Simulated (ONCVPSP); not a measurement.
**Varying the ONCV potential for sulfur (S)**

Base potential:

S (Z = 16), optimised norm-conserving Vanderbilt (ONCV), made with ONCVPSP 4.0.1 (PBE, scalar-relativistic). Core [Ne], reference 3s2 3p4. Waves: 3s: rc 1.50 bohr, ncon 3, nbas 7, qcut 3.8 1/bohr, 3 projectors, debl 2.7 Ha; 3p: rc 1.65 bohr, ncon 4, nbas 9, qcut 3.9 1/bohr, 1 projector; d scattering state at 0.06 Ha: rc 1.70 bohr, ncon 4, nbas 9, qcut 6.6 1/bohr, 1 projector. Local part: polynomial inside 0.95 bohr (lpopt 4, dvloc0 0 Ha). Core correction: polynomial model core, fcfact 0.3.

All-electron outer shells of the reference configuration (PBE, scalar-relativistic, ld1.x):

```json
{"shell": "2s", "level (eV)": "-211.71", "outermost node (bohr)": "0.13", "outermost maximum (bohr)": "0.39"}
{"shell": "2p", "level (eV)": "-156.51", "outermost node (bohr)": "–", "outermost maximum (bohr)": "0.33"}
{"shell": "3s", "level (eV)": "-17.26", "outermost node (bohr)": "0.60", "outermost maximum (bohr)": "1.40"}
{"shell": "3p", "level (eV)": "-7.01", "outermost node (bohr)": "0.58", "outermost maximum (bohr)": "1.61"}
```

Cutoffs, loose and tight: the cutoffs (Ha) at which the residual kinetic energy of the hardest occupied pseudo-wave falls to 1 and 0.1 mHa per electron. They do not see the model core or the augmentation charge, which bear on the density cutoff. Test errors are all-electron minus pseudo excitation energies from the reference, over the configurations 3s2 3p3; 3s2 3p2; 3s2 3p1; 3s1 3p5. A dash means not determined; rows that change the core or the reference have their own tests.

```tsv
change	outcome	cutoff, loose	cutoff, tight	bound ghosts	GHOST(+) flags above zero	largest test error (meV)
base	generated	46 Ha	80 Ha	none	s	+78
p: qcut 2.5	generated	46 Ha	80 Ha	none	s	+91
p: qcut 3.2	generated	46 Ha	80 Ha	none	s	+83
p: qcut 3.8	generated	46 Ha	80 Ha	none	s	+78
p: qcut 4.4	generated	46 Ha	80 Ha	none	s	+78
p: qcut 5.1	generated	46 Ha	80 Ha	none	s	+82
p: qcut 5.7	generated	46 Ha	80 Ha	none	s	+86
```

Reading the sweep of the qcut of the p channel (base included, trends over the rows without a ghost): The loose cutoff stays near 46 Ha. The median size of the test errors (rows with all tests solved) stays near 15.0 meV.
